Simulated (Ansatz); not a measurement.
`CCCCCCCCCCCCP(=O)(O)O`. Charge 0, multiplicity 1. Geometry PBE-D4/def2-SVP, basis def2-TZVP, Ansatz.

```tsv
atom	x (Å)	y (Å)	z (Å)
C1	6.351	2.262	1.841
C2	5.702	2.595	0.494
C3	4.207	2.254	0.399
C4	3.888	0.755	0.475
C5	2.394	0.414	0.393
C6	1.731	0.760	-0.947
C7	0.282	0.272	-1.086
C8	-0.707	0.925	-0.112
C9	-2.177	0.558	-0.355
C10	-2.514	-0.920	-0.133
C11	-3.999	-1.234	-0.333
C12	-4.337	-2.713	-0.119
P13	-6.105	-3.060	-0.300
O14	-7.090	-2.339	0.578
O15	-6.322	-2.780	-1.910
O16	-6.146	-4.698	-0.137
H17	6.324	1.176	2.061
H18	7.415	2.574	1.866
H19	5.832	2.781	2.675
H20	6.247	2.067	-0.321
H21	5.833	3.679	0.287
H22	3.656	2.785	1.209
H23	3.811	2.667	-0.554
H24	4.432	0.226	-0.342
H25	4.294	0.340	1.423
H26	2.262	-0.675	0.582
H27	1.861	0.929	1.223
H28	1.757	1.861	-1.110
H29	2.340	0.320	-1.768
H30	-0.065	0.465	-2.126
H31	0.261	-0.834	-0.962
H32	-0.597	2.030	-0.182
H33	-0.437	0.662	0.935
H34	-2.461	0.843	-1.394
H35	-2.820	1.174	0.311
H36	-2.208	-1.217	0.897
H37	-1.914	-1.557	-0.820
H38	-4.311	-0.939	-1.358
H39	-4.613	-0.621	0.362
H40	-4.061	-3.049	0.903
H41	-3.792	-3.369	-0.831
H42	-7.229	-2.440	-2.040
H43	-6.975	-4.929	0.327
```

```tsv
run	HOMO (eV)	LUMO (eV)
A	-9.79	1.33
B	-8.33	0.57
C	-7.12	0.34
D	-7.19	-0.08
E	-11.82	3.35
F	-6.77	-0.33
```

Single mean-field runs in def2-TZVP are fitted with def2-universal-jkfit.

Task: The runs used B97M-V, CAM-B3LYP, HF, PBE, PBE0, r2SCAN. Estimate which is which.

Result: A CAM-B3LYP (range-separated); B PBE0 (25 % exact exchange); C r2SCAN (0 % exact exchange); D B97M-V (0 % exact exchange); E HF (100 % exact exchange); F PBE (0 % exact exchange). Exact exchange lowers occupied and raises empty levels; among semilocal functionals meta-GGAs tend to open the gap a little, and such runs are hard to tell apart. The gap grows from 6.44 eV (PBE) to 15.17 eV (HF).
